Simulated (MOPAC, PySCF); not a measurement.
C₉H₉NSi, SMILES `[SiH3]c1cccc2ncccc12`, neutral singlet in the gas phase. 

Cartesian coordinates (Å):
```xyz
20

Si     2.7526    -0.6081     0.1029
C      1.1448     0.3864     0.0954
C      1.2003     1.7767     0.2130
C      0.0236     2.5739     0.2132
C     -1.2230     1.9826     0.0953
C     -1.3416     0.5665    -0.0279
N     -2.5952     0.0340    -0.1414
C     -2.7057    -1.2800    -0.2558
C     -1.5983    -2.1731    -0.2678
C     -0.3212    -1.6487    -0.1536
C     -0.1433    -0.2408    -0.0278
H      2.9247    -1.3921    -1.1718
H      2.7904    -1.5910     1.2438
H      3.8964     0.3566     0.2459
H      2.1770     2.2773     0.3085
H      0.1110     3.6671     0.3081
H     -2.1542     2.5675     0.0917
H     -3.7312    -1.6839    -0.3460
H     -1.7638    -3.2562    -0.3661
H      0.5566    -2.3149    -0.1597
```
Charge 0, spin multiplicity 1.

All levels are single points at this geometry (PBE-D3(BJ)/def2-SVP); Pople sets use spherical d functions. Orbital energies aren't observables, and empty levels follow the basis.

```tsv
level	HOMO (eV)	LUMO (eV)	gap (eV)	dipole (D)	vertical IE, Delta-SCF (eV)
PBE-D3(BJ)/def2-TZVP in PySCF	-5.97	-2.70	3.27	0.99	–
B3LYP/6-311+G** in PySCF	-6.74	-2.08	4.66	1.29	–
B3LYP/6-31G* in PySCF	-6.43	-1.66	4.77	1.02	8.23
B3LYP/LANL2DZ in PySCF	-6.62	-1.85	4.77	1.68	–
HF/6-31G* in PySCF	-8.40	1.87	10.27	1.18	–
PM6 in MOPAC	-9.26	-0.92	8.34	1.82	–
```
